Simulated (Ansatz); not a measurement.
`B[C](=C)[AlH][F]` + H₂S → `[F][AlH][SH]` + `BC=C` at 500 K and 1 bar (ligand exchange at the Al–C bond).

Calculated with Ansatz (gas phase, PBE0-D4/def2-TZVP geometries, no zero-point term in ΔE). CBS: MP2 limit from def2 TZ/QZ plus the TZ coupled-cluster correction, frozen cores. This one scheme is used for every species. One conformer a species, not always the lowest.

| species | CCSD(T)/CBS energy (Eh) | H − E (kJ/mol) | S (J/(mol·K)) |
| --- | --- | --- | --- |
| `B[C](=C)[AlH][F]` | -445.74843 | 210.0 | 424.6 |
| H₂S | -398.97279 | 57.0 | 224.0 |
| `[F][AlH][SH]` | -740.90186 | 79.7 | 331.7 |
| `BC=C` | -103.86193 | 194.0 | 304.9 |

H − E and S are ideal-gas, rigid-rotor, harmonic terms from PBE0-D4/def2-TZVP, for one conformer and one mirror image of each species. 1 Eh = 2625.50 kJ/mol, R = 8.31446 J/(mol·K).

By hand: ΔE, ΔH, ΔS and ΔG.

ΔE = (-740.90186) + (-103.86193) − (-445.74843) − (-398.97279) = -0.04257 Eh = -111.8 kJ/mol. Δ(H − E) = 79.7 + 194.0 − 210.0 − 57.0 = 6.7, so ΔH = -105.1 kJ/mol. ΔS = 331.7 + 304.9 − 424.6 − 224.0 = -12.0 J/(mol·K). ΔG = -105.1 − 500 × (-12.0)/1000 = -99.1 kJ/mol.

By hand: the equilibrium constant, and the temperature at which ΔG would vanish if ΔH and ΔS stayed fixed.

log₁₀ K = −ΔG/(RT ln 10) = 10.4. ΔG = 0 at ΔH/ΔS = 8758 K, far beyond where these terms or the molecules hold.

The number of gas molecules stays the same, so ΔS is small and ΔH decides. A doubt of 5 kJ/mol in ΔE shifts log₁₀ K by 0.5 here. Other conformers and mirror images would add mixing entropy, several J/(mol·K) or more a flexible species. Modes under 60 cm⁻¹, often nearly free rotors, make the harmonic entropy too high. These are equilibria of isolated gas molecules and say nothing of rates. Largest T1 diagnostic: 0.012 (customary marks: 0.02 for closed shells, 0.045 for open ones).
